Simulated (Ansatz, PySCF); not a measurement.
CH3, SMILES [CH3+], charge +1. Atoms are numbered in the order given.

```xyz
4

C      0.0000     0.0000     0.0000
H      1.0934     0.0000     0.0000
H     -0.5467     0.9469     0.0000
H     -0.5467    -0.9469     0.0000
```
Charge +1, spin multiplicity 1.

Geometry: ωB97X-D3(BJ)/def2-TZVPD.

Two levels are set side by side: PBE-D3(BJ)/def2-TZVPD (Ansatz, an electronic-structure program) and ωB97X-D3(BJ)/def2-TZVPD (PySCF). Each level has its own optimised geometry; the coordinates shown are those of the second. Frequencies come from the Hessian of PySCF at each geometry. Differences are taken from unrounded values.

| quantity | ωB97X-D3(BJ) |
|---|---|
| mean bond length (Å) | 1.093 |
| bond C1–H2 (Å) | 1.093 |
| bond C1–H3 (Å) | 1.093 |
| bond C1–H4 (Å) | 1.093 |
| highest harmonic wavenumber (cm⁻¹) | 3240 |
| mean harmonic wavenumber (cm⁻¹) | 2296 |
| zero-point energy (kcal/mol) | 19.70 |

Question: What does PBE-D3(BJ) give, and how far is it from ωB97X-D3(BJ)? (The exact figures need the calculation; the answer reports its results.)

Answer: 
```csv
quantity,PBE-D3(BJ),PBE-D3(BJ) minus ωB97X-D3(BJ)
mean bond length (Å),1.101,0.008
bond C1–H2 (Å),1.101,0.008
bond C1–H3 (Å),1.101,0.008
bond C1–H4 (Å),1.101,0.008
highest harmonic wavenumber (cm⁻¹),3143,-97
mean harmonic wavenumber (cm⁻¹),2224,-72
zero-point energy (kcal/mol),19.07,-0.62
```

Exact exchange shortens and stiffens bonds; PBE has none. Differences between two approximate levels are no errors against the true value.
